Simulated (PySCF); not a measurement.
Tc(5+) (technetium, charge +5) across methods

[Kr] 4d2, high-spin 3F determinant. Computed with PySCF 2.14 in an even-tempered Gaussian basis (22 s from 0.11 bohr⁻², ratio 2.5; 16 p from 0.14 bohr⁻², ratio 2.5; 11 d from 0.14 bohr⁻², ratio 2.5; 5 f from 0.58 bohr⁻², ratio 2.7; 5 g from 0.87 bohr⁻², ratio 2.7), with scalar relativity by spin-free X2C-1e.

| method | E (hartree) | mean ε 4p α (eV) | mean ε 4p β (eV) | mean ε 4d α (eV) | Σ⟨r²⟩ (bohr²) | ⟨S²⟩ |
| --- | --- | --- | --- | --- | --- | --- |
| PBE0 | -4279.36 | -110.91 | -108.42 | -67.649 | 19.06 | 2.001 |
| UHF | -4277.65820 | -119.53 | -114.82 | -73.080 | 19.11 | 2.005 |
| r2SCAN | -4279.68 | -108.74 | -106.59 | -65.968 | 19.05 | 2.002 |
| PBE | -4279.27 | -107.59 | -105.75 | -65.520 | 19.08 | 2.001 |

(1) Estimate the same row for LDA.

## Answers

(1) E (hartree) = -4274.74; mean ε 4p α (eV) = -107.66; mean ε 4p β (eV) = -105.96; mean ε 4d α (eV) = -65.343; Σ⟨r²⟩ (bohr²) = 19.09; ⟨S²⟩ = 2.000.
